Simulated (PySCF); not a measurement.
Isomers C8H12OSi:

A. SMILES CC#C[C@@]1([SiH3])C[C@H]1C(C)=O
B. SMILES C=C1C=CO[Si@H]1C1CCC1
C. SMILES CC#CC(=O)/C=C/[SiH](C)C
D. `C=CCCC1=CC(=O)[SiH2]C1`
E. `C[SiH2]c1ccc(C2CC2)o1`

Spectrum 1. ¹H NMR (500 MHz, computed): δ 4.00 (s, 3H), 2.31 (s, 3H), 1.96 (s, 3H), 1.88 (m, 1H), 1.61 (m, 1H), 0.93 (m, 1H). ¹³C{¹H} NMR (computed): δ 206.2 (C), 84.1 (C), 84.0 (C), 35.5 (CH3), 32.7 (CH), 25.1 (CH2), 10.8 (C), 4.9 (CH3).

Spectrum 2. ¹H NMR (500 MHz, computed): δ 7.77 (m, 1H), 6.93 (d, 1H), 4.60 (m, 1H), 2.22 (s, 3H), 0.22 (d, 6H). ¹³C{¹H} NMR (computed): δ 177.0 (C), 155.3 (CH), 150.3 (CH), 98.5 (C), 89.3 (C), 5.3 (CH3), -2.5 (CH3).

Spectrum 3. ¹H NMR (500 MHz, computed): δ 6.29 (s, 1H), 5.84 (m, 1H), 5.32 (m, 1H), 5.24 (m, 1H), 4.06 (m, 2H), 2.62 (m, 2H), 2.47 (m, 2H), 1.65 (m, 2H). ¹³C{¹H} NMR (computed): δ 234.7 (C), 185.3 (C), 149.8 (CH), 146.1 (CH), 122.5 (CH2), 41.8 (CH2), 36.9 (CH2), 14.7 (CH2).

Spectrum 4. ¹H NMR (500 MHz, computed): δ 6.86 (m, 1H), 6.51 (m, 1H), 4.69 (q, 2H), 1.92 (m, 1H), 0.99 (m, 2H), 0.88 (m, 2H), 0.34 (t, 3H). ¹³C{¹H} NMR (computed): δ 168.8 (C), 153.0 (C), 129.6 (CH), 113.0 (CH), 13.9 (CH), 10.4 (CH2), -8.9 (CH3).

Spectrum 5. ¹H NMR (500 MHz, computed): δ 6.87 (d, 1H), 6.05 (br s, 1H), 6.04 (d, 1H), 5.39 (br s, 1H), 5.25 (m, 1H), 2.41 (m, 1H), 2.31 (m, 1H), 2.19 (m, 1H), 2.11 (m, 1H), 2.08 (m, 1H), 2.03 (m, 1H), 1.97 (m, 1H). ¹³C{¹H} NMR (computed): δ 161.7 (CH), 152.1 (C), 124.6 (CH2), 121.2 (CH), 22.1 (CH2), 22.1 (CH2), 21.8 (CH), 21.6 (CH2).

Calculated, not measured (PySCF 2.14): GIAO PBE0/pcSseg-1 shieldings, geometry: GFN2-xTB. No solvent model, a single conformation, averaged over atoms made equivalent by symmetry, fast rotation or ring inversion, no relativistic terms.

Referencing at the same level of theory: TMS for ¹H (31.72 ppm), ¹³C (186.93 ppm). Where no couplings were computed, multiplicities follow the n + 1 count of equivalent neighbours, and m marks all less simple cases (inequivalent or close neighbours, rings, F or P nearby). Shifts are as computed. Against solution values, carbons near 30 ppm lie about +3 ppm off and those near 130 ppm about +5 ppm. Of 1211 compounds with measured shifts, 218 miss one by over three times the rms of a fit or turn the order of signals round; such compounds aren't used in these exercises.

Q: Which spectrum belongs to which compound?

A: 1–A, 2–C, 3–D, 4–E, 5–B.

- Spectrum 1 (A): 8 ¹³C signals; δC 206.2 is a ketone carbonyl carbon; δC 84.1 is an alkyne carbon.
- Spectrum 2 (C): 7 ¹³C signals; δC 155.3 is a β carbon of a C=C–C=O unit; δC 150.3 is an α carbon of a C=C–C=O unit.
- Spectrum 3 (D): 8 ¹³C signals; δC 185.3 is a β carbon of a C=C–C=O unit; δC 149.8 is an α carbon of a C=C–C=O unit.
- Spectrum 4 (E): 7 ¹³C signals; δC 129.6 is an aromatic CH; δC 13.9 is a three-membered-ring carbon.
- Spectrum 5 (B): 8 ¹³C signals; δC 161.7 is an alkene carbon bearing oxygen; δC 152.1 is a fully substituted alkene carbon.
